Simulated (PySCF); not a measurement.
PySCF input for TiCl3, SMILES [Cl][Ti]([Cl])[Cl] (connectivity only; charge and spin as stated), neutral, multiplicity 2, r2SCAN-D4/def2-SVP. 

```python
import numpy as np
from pyscf import gto, scf, dft
from pyscf.geomopt import geometric_solver

mol = gto.M(
    atom='''
    Ti   -0.00000000   -0.00000000    0.32409334
    Cl    1.78730338   -1.03190009   -0.13980497
    Cl   -1.78730338   -1.03190009   -0.13980497
    Cl   -0.00000000    2.06380018   -0.13980497
    ''',
    basis='def2-SVP',
    charge=0,
    spin=1,
    max_memory=1600,
    verbose=3,
)
mf = dft.UKS(mol, xc='r2scan').density_fit(auxbasis='def2-universal-jkfit')
mf.disp = 'd4'
mf.grids.level = 4
mf.conv_tol = 1e-9
mf.max_cycle = 100
mf.kernel()
fine, coarse = mf.grids, dft.Grids(mol).set(level=1).build(with_non0tab=True)
for _ in range(3):  # follow internal instabilities
    mf.grids = coarse
    mo, _, stable, _ = mf.stability(return_status=True, nroots=4)
    mf.grids = fine
    if stable:
        break
    mf.kernel(mf.make_rdm1(mo, mf.mo_occ))
grad = mf.nuc_grad_method()
grad.grid_response = mol.nao <= 150
conv, mol_eq = geometric_solver.kernel(grad, convergence_set='GAU_TIGHT', maxsteps=100)
print(mol_eq.tostring(format='xyz'))
mf.reset(mol_eq)
mf.kernel()
```

Output:

```

WARN: HOMO -0.186314047470871 >= LUMO -0.186314047470868

converged SCF energy = -2229.61401701617  <S^2> = 0.75627398  2S+1 = 2.0062642
<class 'pyscf.df.df_jk.DFUKS'> wavefunction is stable in the internal stability analysis
[banner and settings of the optimiser left out]
Geometry optimization cycle 1
Cartesian coordinates (Angstrom)
 Atom        New coordinates             dX        dY        dZ
  Ti   0.000000   0.000000   0.324093    0.000000  0.000000 -0.000000
  Cl   1.787303  -1.031900  -0.139805   -0.000000  0.000000  0.000000
  Cl  -1.787303  -1.031900  -0.139805    0.000000  0.000000  0.000000
  Cl   0.000000   2.063800  -0.139805    0.000000  0.000000  0.000000

WARN: Mole.unit (angstrom) is changed to Bohr

converged SCF energy = -2229.61401701554  <S^2> = 0.75627394  2S+1 = 2.0062641
--------------- DFUKS_Scanner gradients ---------------
         x                y                z
0 Ti     0.0000000000     0.0000255089    -0.0094992978
1 Cl    -0.0237275962     0.0136900477     0.0031644421
2 Cl     0.0237275962     0.0136900477     0.0031644421
3 Cl     0.0000000000    -0.0274056043     0.0031704136
----------------------------------------------
cycle 1: E = -2229.61401702  dE = -2229.61  norm(grad) = 0.0487054
Step    0 : Gradient = 2.435e-02/2.759e-02 (rms/max) Energy = -2229.6140170155
Hessian Eigenvalues: 5.00000e-02 5.00000e-02 5.00000e-02 ... 2.50000e-01 2.50000e-01 2.50000e-01

Geometry optimization cycle 2
Cartesian coordinates (Angstrom)
 Atom        New coordinates             dX        dY        dZ
  Ti  -0.000000  -0.000035   0.206295   -0.000000 -0.000035 -0.117798
  Cl   1.849625  -1.067835  -0.100536    0.062321 -0.035935  0.039269
  Cl  -1.849625  -1.067835  -0.100536   -0.062321 -0.035935  0.039269
  Cl  -0.000000   2.135705  -0.100545   -0.000000  0.071905  0.039260
converged SCF energy = -2229.62060801872  <S^2> = 0.7572727  2S+1 = 2.0072595
--------------- DFUKS_Scanner gradients ---------------
         x                y                z
0 Ti    -0.0000000000     0.0000128744     0.0003926641
1 Cl    -0.0090973917     0.0052506248    -0.0001176087
2 Cl     0.0090973917     0.0052506248    -0.0001176087
3 Cl    -0.0000000000    -0.0105141241    -0.0001574468
----------------------------------------------
cycle 2: E = -2229.62060802  dE = -0.006591  norm(grad) = 0.0182049
Step    1 : Displace = 9.223e-02/1.178e-01 (rms/max) Trust = 1.000e-01 (=) Grad = 9.102e-03/1.052e-02 (rms/max) E (change) = -2229.6206080187 (-6.591e-03) Quality = 1.146
Hessian Eigenvalues: 4.99998e-02 5.00000e-02 5.00000e-02 ... 2.50000e-01 2.50000e-01 3.09510e-01

Geometry optimization cycle 3
Cartesian coordinates (Angstrom)
 Atom        New coordinates             dX        dY        dZ
  Ti   0.000000  -0.000081  -0.015523    0.000000 -0.000046 -0.221818
  Cl   1.908266  -1.101690  -0.026808    0.058642 -0.033855  0.073728
  Cl  -1.908266  -1.101690  -0.026808   -0.058642 -0.033855  0.073728
  Cl  -0.000000   2.203462  -0.026184   -0.000000  0.067757  0.074362
converged SCF energy = -2229.6225992007  <S^2> = 0.75852064  2S+1 = 2.0085026
--------------- DFUKS_Scanner gradients ---------------
         x                y                z
0 Ti     0.0000000000    -0.0000427686     0.0002343671
1 Cl     0.0043481611    -0.0025081949    -0.0000771674
2 Cl    -0.0043481611    -0.0025081949    -0.0000771674
3 Cl     0.0000000000     0.0050591584    -0.0000800323
----------------------------------------------
cycle 3: E = -2229.6225992  dE = -0.00199118  norm(grad) = 0.00872154
Step    2 : Displace = 1.409e-01/2.218e-01 (rms/max) Trust = 1.414e-01 (+) Grad = 4.361e-03/5.060e-03 (rms/max) E (change) = -2229.6225992007 (-1.991e-03) Quality = 1.252
Hessian Eigenvalues: 5.00000e-02 5.00000e-02 5.00000e-02 ... 2.50000e-01 2.50000e-01 2.58976e-01
Inverse iteration for Cartesians failed
Internal coordinate system may have changed
-- Added: --
Out-of-Plane 1-2-3-4
-- Deleted: --
Angle 2-1-3
Refreshing coordinate system and resetting rotations
Updating Hessian using 2 steps from history
Skipping optimization step
Hessian Eigenvalues: 4.10459e-02 5.00000e-02 5.00000e-02 ... 2.41467e-01 2.50000e-01 2.77958e-01

Geometry optimization cycle 4
Cartesian coordinates (Angstrom)
 Atom        New coordinates             dX        dY        dZ
  Ti   0.000000  -0.015630  -0.025555    0.000000 -0.015549 -0.010033
  Cl   1.911381  -1.077898  -0.023470    0.003114  0.023792  0.003338
  Cl  -1.911381  -1.077898  -0.023470   -0.003114  0.023792  0.003338
  Cl  -0.000000   2.171427  -0.022826   -0.000000 -0.032035  0.003358
converged SCF energy = -2229.62278235347  <S^2> = 0.75808401  2S+1 = 2.0080677
--------------- DFUKS_Scanner gradients ---------------
         x                y                z
0 Ti     0.0000000000    -0.0017900527    -0.0000318466
1 Cl    -0.0001537295     0.0008319243     0.0000098739
2 Cl     0.0001537295     0.0008319243     0.0000098739
3 Cl     0.0000000000     0.0001262040     0.0000120988
----------------------------------------------
cycle 4: E = -2229.62278235  dE = -0.000183153  norm(grad) = 0.00215709
Step    3 : Displace = 2.527e-02/3.220e-02 (rms/max) Trust = 2.000e-01 (+) Grad = 1.079e-03/1.790e-03 (rms/max) E (change) = -2229.6227823535 (-1.832e-04) Quality = 0.765
Hessian Eigenvalues: 4.08734e-02 5.00000e-02 5.00000e-02 ... 2.41452e-01 2.42644e-01 2.50000e-01

Geometry optimization cycle 5
Cartesian coordinates (Angstrom)
 Atom        New coordinates             dX        dY        dZ
  Ti   0.000000  -0.003161  -0.026372   -0.000000  0.012469 -0.000817
  Cl   1.899409  -1.090767  -0.023218   -0.011972 -0.012869  0.000252
  Cl  -1.899409  -1.090767  -0.023218    0.011972 -0.012869  0.000252
  Cl  -0.000000   2.184695  -0.022513   -0.000000  0.013268  0.000313
converged SCF energy = -2229.62282485996  <S^2> = 0.75812266  2S+1 = 2.0081062
--------------- DFUKS_Scanner gradients ---------------
         x                y                z
0 Ti     0.0000000000    -0.0001073424    -0.0000487221
1 Cl     0.0003034026    -0.0000164558     0.0000157694
2 Cl    -0.0003034026    -0.0000164558     0.0000157694
3 Cl     0.0000000000     0.0001402539     0.0000171832
----------------------------------------------
cycle 5: E = -2229.62282486  dE = -4.25065e-05  norm(grad) = 0.000467983
Step    4 : Displace = 1.541e-02/1.758e-02 (rms/max) Trust = 2.828e-01 (+) Grad = 2.340e-04/3.043e-04 (rms/max) E (change) = -2229.6228248600 (-4.251e-05) Quality = 1.168
Hessian Eigenvalues: 4.09715e-02 5.00000e-02 5.00000e-02 ... 2.41452e-01 2.48055e-01 2.50000e-01

Geometry optimization cycle 6
Cartesian coordinates (Angstrom)
 Atom        New coordinates             dX        dY        dZ
  Ti  -0.000000  -0.000094  -0.024888   -0.000000  0.003067  0.001484
  Cl   1.895224  -1.093656  -0.023708   -0.004185 -0.002890 -0.000490
  Cl  -1.895224  -1.093656  -0.023708    0.004185 -0.002890 -0.000490
  Cl  -0.000000   2.187407  -0.023016   -0.000000  0.002712 -0.000503
converged SCF energy = -2229.62282739938  <S^2> = 0.75810836  2S+1 = 2.008092
--------------- DFUKS_Scanner gradients ---------------
         x                y                z
0 Ti    -0.0000000000     0.0001488383    -0.0000199749
1 Cl     0.0000837517    -0.0000436261     0.0000064858
2 Cl    -0.0000837517    -0.0000436261     0.0000064858
3 Cl     0.0000000000    -0.0000615860     0.0000070033
----------------------------------------------
cycle 6: E = -2229.6228274  dE = -2.53942e-06  norm(grad) = 0.000210507
Step    5 : Displace = 4.226e-03/5.110e-03 (rms/max) Trust = 3.000e-01 (+) Grad = 1.053e-04/1.502e-04 (rms/max) E (change) = -2229.6228273994 (-2.539e-06) Quality = 1.083
Hessian Eigenvalues: 3.97390e-02 5.00000e-02 5.00000e-02 ... 2.41452e-01 2.50000e-01 2.52633e-01

Geometry optimization cycle 7
Cartesian coordinates (Angstrom)
 Atom        New coordinates             dX        dY        dZ
  Ti  -0.000000  -0.000005  -0.024010   -0.000000  0.000089  0.000878
  Cl   1.894807  -1.093808  -0.023997   -0.000416 -0.000152 -0.000288
  Cl  -1.894807  -1.093808  -0.023997    0.000416 -0.000152 -0.000288
  Cl  -0.000000   2.187621  -0.023318   -0.000000  0.000214 -0.000302
converged SCF energy = -2229.62282749123  <S^2> = 0.75810522  2S+1 = 2.0080889
--------------- DFUKS_Scanner gradients ---------------
         x                y                z
0 Ti    -0.0000000000     0.0000617891    -0.0000033328
1 Cl     0.0000185988    -0.0000126996     0.0000010352
2 Cl    -0.0000185988    -0.0000126996     0.0000010352
3 Cl     0.0000000000    -0.0000363900     0.0000012624
----------------------------------------------
cycle 7: E = -2229.62282749  dE = -9.18476e-08  norm(grad) = 7.8558e-05
Step    6 : Displace = 6.072e-04/8.826e-04 (rms/max) Trust = 3.000e-01 (=) Grad = 3.928e-05/6.188e-05 (rms/max) E (change) = -2229.6228274912 (-9.185e-08) Quality = 1.219
Hessian Eigenvalues: 3.74137e-02 4.99982e-02 5.00000e-02 ... 2.15992e-01 2.41452e-01 2.50000e-01

Geometry optimization cycle 8
Cartesian coordinates (Angstrom)
 Atom        New coordinates             dX        dY        dZ
  Ti  -0.000000  -0.000059  -0.023786    0.000000 -0.000055  0.000224
  Cl   1.894756  -1.093806  -0.024069   -0.000051  0.000002 -0.000072
  Cl  -1.894756  -1.093806  -0.024069    0.000051  0.000002 -0.000072
  Cl  -0.000000   2.187672  -0.023398   -0.000000  0.000051 -0.000080
converged SCF energy = -2229.62282749917  <S^2> = 0.75810489  2S+1 = 2.0080885
--------------- DFUKS_Scanner gradients ---------------
         x                y                z
0 Ti     0.0000000000     0.0000062040     0.0000007275
1 Cl     0.0000001708    -0.0000005421    -0.0000002939
2 Cl    -0.0000001708    -0.0000005421    -0.0000002939
3 Cl     0.0000000000    -0.0000051197    -0.0000001397
----------------------------------------------
cycle 8: E = -2229.6228275  dE = -7.94353e-09  norm(grad) = 8.12829e-06
Step    7 : Displace = 1.395e-04/2.307e-04 (rms/max) Trust = 3.000e-01 (=) Grad = 4.064e-06/6.247e-06 (rms/max) E (change) = -2229.6228274992 (-7.944e-09) Quality = 1.025
Hessian Eigenvalues: 3.95166e-02 4.99916e-02 5.00000e-02 ... 1.96720e-01 2.41452e-01 2.50000e-01

Geometry optimization cycle 9
Cartesian coordinates (Angstrom)
 Atom        New coordinates             dX        dY        dZ
  Ti   0.000000  -0.000070  -0.023811    0.000000 -0.000011 -0.000025
  Cl   1.894763  -1.093802  -0.024059    0.000007  0.000004  0.000009
  Cl  -1.894763  -1.093802  -0.024059   -0.000007  0.000004  0.000009
  Cl  -0.000000   2.187675  -0.023392    0.000000  0.000003  0.000006
converged SCF energy = -2229.62282749873  <S^2> = 0.75810534  2S+1 = 2.008089
--------------- DFUKS_Scanner gradients ---------------
         x                y                z
0 Ti    -0.0000000000    -0.0000006643     0.0000002936
1 Cl     0.0000002105    -0.0000002126    -0.0000001545
2 Cl    -0.0000002105    -0.0000002126    -0.0000001545
3 Cl     0.0000000000     0.0000010896     0.0000000155
----------------------------------------------
cycle 9: E = -2229.6228275  dE = 4.38376e-10  norm(grad) = 1.39347e-06
Step    8 : Displace = 1.636e-05/2.710e-05 (rms/max) Trust = 3.000e-01 (=) Grad = 6.967e-07/1.090e-06 (rms/max) E (change) = -2229.6228274987 (+4.384e-10) Quality = -4.296
Hessian Eigenvalues: 3.95166e-02 4.99916e-02 5.00000e-02 ... 1.96720e-01 2.41452e-01 2.50000e-01
Converged! =D

4
XYZ from PySCF
Ti          0.00000000       -0.00007022       -0.02381098
Cl          1.89476283       -1.09380219       -0.02405932
Cl         -1.89476283       -1.09380219       -0.02405932
Cl         -0.00000000        2.18767460       -0.02339195
converged SCF energy = -2229.62282749833  <S^2> = 0.75810402  2S+1 = 2.0080877
```

Self-consistency was reached.
